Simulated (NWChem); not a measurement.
Molecule: CAuIO; SMILES [O+]#[C-]->[Au][I]

```xyz
4

Au     0.0017     0.6487     0.0000
I     -0.0008    -1.9035     0.0000
O     -0.0074     3.7083     0.0000
C     -0.0020     2.5773     0.0000
```
Atoms are numbered in this order, from 1.

Level: PBE0/def2-SVP with def2 effective core potentials on I, Au (NWChem), optimised geometry, unscaled harmonic frequencies. def2 effective core potentials on I, Au; no spin-orbit coupling.

List the harmonic frequencies with IR intensities, and the thermochemistry.


```json
[
 {"frequency (cm⁻¹)": "59", "IR intensity (km/mol)": "0.0"},
 {"frequency (cm⁻¹)": "205", "IR intensity (km/mol)": "7.8"},
 {"frequency (cm⁻¹)": "388", "IR intensity (km/mol)": "6.5"},
 {"frequency (cm⁻¹)": "388", "IR intensity (km/mol)": "6.5"},
 {"frequency (cm⁻¹)": "421", "IR intensity (km/mol)": "9.1"},
 {"frequency (cm⁻¹)": "2257", "IR intensity (km/mol)": "780.1"}
]
```

```
Item                                                                               Result
-----------------------------------------------------------------------  ----------------
zero-point energy                                                            5.3 kcal/mol
thermal correction to the enthalpy at 298.15 K (with zero-point energy)      9.1 kcal/mol
heat capacity Cv                                                         14.2 cal/(mol K)
entropy at 298.15 K and 1 atm (symmetry number 1)                        71.5 cal/(mol K)
```

Rigid rotor and harmonic oscillator; modes under 100 cm⁻¹ make the entropy uncertain.
